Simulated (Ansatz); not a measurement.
Species: C$_{3}$H$_{3}$, charge 0, multiplicity 2. It need not be the lowest isomer of its formula. SMILES: [CH]1[CH][CH]1
Coordinates optimised at B3LYP-D3(BJ)/def2-TZVP (Ansatz, an electronic-structure program):
```
C
C 1 1.3078
H 2 1.0759 1 148.33
H 1 1.0759 2 148.33 3 0.00
C 1 1.4553 4 148.36 2 -178.51
H 5 1.0890 1 129.57 4 -66.31
```
Charge 0, spin multiplicity 2.

Parts of the frozen-core correlation energy in cc-pVTZ (Ansatz, hartree). Frozen orbitals: 3; correlated occupied orbitals by spin: 8 and 7; virtual: 121 and 122. UHF or UKS for open shells. Spin-orbit coupling is left out. Non-relativistic.

```csv
term,value
reference (HF),-115.23475
MP2 opposite-spin,-0.34092
MP2 same-spin,-0.10818
CCSD correlation,-0.47029
(T),-0.02312
T1 diagnostic,0.012
largest doubles amplitude,0.068
<S^2> of the reference,0.761
```
